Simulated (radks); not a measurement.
Values are calculated unless marked as measured or tabulated.
Question: All-electron atom: Ta+ in [Xe] 4f14 5d3 6s1. Level of theory: scalar-relativistic Kohn-Sham, revPBE, spin-polarised, spherical densities, point nucleus; open shells are filled with parallel spins first (spin-orbit coupling, left out, can overturn this in heavy ions) (a radial shooting solver on a logarithmic mesh with Libxc functionals). Some entries of the table are withheld. Estimate them.

orbital  occ.  eigenvalue (eV)  <r^2> (bohr^2)
1s up       1        -67380.75       0.0004785
1s down     1        -67380.75       0.0004785
2s up       1        -11582.40        0.007372
2s down     1        -11582.29        0.007372
2p up       3        -10149.39        0.006084
2p down     3        -10149.30        0.006084
3s up       1        -2658.672         0.04793
3s down     1        -2658.648         0.04793
3p up       3        -2232.545         0.04865
3p down     3        -2232.516         0.04865
3d up       5        -1735.890         0.04038
3d down     5        -1735.821         0.04038
4s up       1        -547.6232          0.2375
4s down     1        -547.5357          0.2376
4p up       3        -407.8742          0.2706
4p down     3        -407.7937          0.2705
4d up       5        -229.1193          0.3174
4d down     5        -229.0194          0.3171
5s up       1         -80.4182           1.371
5s down     1         -79.2581           1.351
5p up       3         -47.0723           1.921
5p down     3         -45.4016           1.877
4f up       7              (1)          0.5269
4f down     7              (2)          0.5148
6s up       1         -12.3315           10.21
5d up       3         -11.3000           5.202
5d down     0          -8.7831           5.222

Answer: 
(1) 4f up eigenvalue (eV): -31.6886
(2) 4f down eigenvalue (eV): -31.4081
